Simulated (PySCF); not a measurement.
Relaxation of singlet Ca(OH)2

Level of theory: PBE0 in PySCF with Ca def2-TZVP, O def2-TZVP, H def2-TZVP; no relativity; density-fitted integrals. A (50,194) grid was used.

A hand-made bent (heavy-atom frame) start, with no symmetry imposed:

```xyz
5
charge 0 multiplicity 1, angstrom
Ca    0.0000    0.0000   -0.6267
O     1.9168    0.0000    0.7155
O    -1.9168    0.0000    0.7155
H     2.4223   -0.7354    1.0694
H    -2.4223    0.7354    1.0694
```

(1) What forces act on the atoms at the start (eV/Å)?

(2) What does it relax to?

(3) How much energy is released, and in how many steps?

Answers

(1) 
```tsv
atom	Fx	Fy	Fz
Ca1	0.00	0.00	3.57
O2	-1.72	-0.17	-1.75
O3	1.72	0.17	-1.75
H4	-0.12	0.16	-0.04
H5	0.12	-0.16	-0.04
```

(2) It ends at C2v with Ca–O 2.028 Å (×2), O–H 0.952 Å (×2); Ca–O–H 178.7° (×2), O–Ca–O 174.4° (after a last refinement on a finer grid). The frequency run here used a shortcut that can spoil soft modes, so no verdict on minimum or saddle point is given. Other isomers or separated fragments may lie lower.

(3) 149.4 kJ/mol in 21 steps.
